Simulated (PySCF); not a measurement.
## Simulated absorption spectrum

Species: C4H2ClFSe.
SMILES with atom numbers: `[F:1][c:2]1[cH:3][cH:4][se:5][c:6]1[Cl:7]` (hydrogens: H8 on C3; H9 on C4)

Computed with TDDFT CAM-B3LYP/def2-SVPD, vertical, gas phase, core orbitals frozen in the response in PySCF 2.14.0, density-fitted response routines. Isolated species at its PBE0-D3(BJ)/def2-SVP geometry, gas phase. Relativistic effects, spin–orbit coupling among them, are left out although an element past zinc is present.

Computed states:

| state | E (eV) | f |
| --- | --- | --- |
| S1 | 5.10 | 0.0005 |
| S2 | 5.20 | 0.127 |
| S3 | 5.23 | 0.0000 |
| S4 | 5.43 | 0.116 |
| S5 | 6.01 | 0.0004 |
| S6 | 6.57 | 0.016 |
| S7 | 6.70 | 0.0084 |
| S8 | 6.76 | 0.0044 |
| S9 | 6.99 | 0.011 |
| S10 | 7.07 | 0.0008 |

Each state is given a Gaussian of 0.4 eV full width at half maximum, with ε(max) = 2.175×10⁸ f / Δν̃ (Δν̃ the width in cm⁻¹). The width is an assumption, not a result. The curve ends short of the highest state used, and states not computed would add to its high-energy end.

**Question.** Give the broadened spectrum and its maxima.

**Answer.** 
(E (eV), ε (L mol⁻¹ cm⁻¹)): (4.50, 2), (4.57, 9), (4.63, 31), (4.70, 113), (4.77, 351), (4.84, 923), (4.91, 2060), (4.97, 3614), (5.04, 6041), (5.11, 8752), (5.18, 11137), (5.25, 12653), (5.31, 13042), (5.38, 12399), (5.45, 10716), (5.52, 8316), (5.59, 5702), (5.65, 3698), (5.72, 1945), (5.79, 880), (5.86, 348), (5.93, 130), (5.99, 63), (6.06, 43), (6.13, 59), (6.20, 118), (6.26, 228), (6.33, 454), (6.40, 792), (6.47, 1198)

Maxima: 234 nm (5.31 eV), ε about 13000, made up of S2 (54%) and S4 (46%) (ε in L mol⁻¹ cm⁻¹; maxima over ε = 5, shares over 10%). At its high-energy end, 6.47 eV, the curve is still rising (ε about 1200, from S6 and S7).

**Question.** On this curve, what absorbance would a 10⁻⁴ mol/L sample give at 266 nm over a 1 cm path?

**Answer.** 266 nm is 4.661 eV, where ε is about 56 L mol⁻¹ cm⁻¹, so A = ε c l ≈ 0.0056 (Beer–Lambert, with the gas-phase spectrum and the assumed width).

**Question.** What would ε be at 5.31 eV, the highest of these maxima, with half the width (0.2 eV)?

**Answer.** About 13100 L mol⁻¹ cm⁻¹ against 13000, a factor of about 1.0; a lone state at its own centre would give exactly 2.

**Question.** Coming from long wavelengths, where does ε first pass 100 L mol⁻¹ cm⁻¹?

**Answer.** At about 264 nm (4.69 eV), 0.41 eV below S1.

The vertical ionisation energy (ΔSCF) is 8.87 eV, 1.80 eV above S10.

The run took 2.3 min wall on one thread, Arm Neoverse V2, shared host.
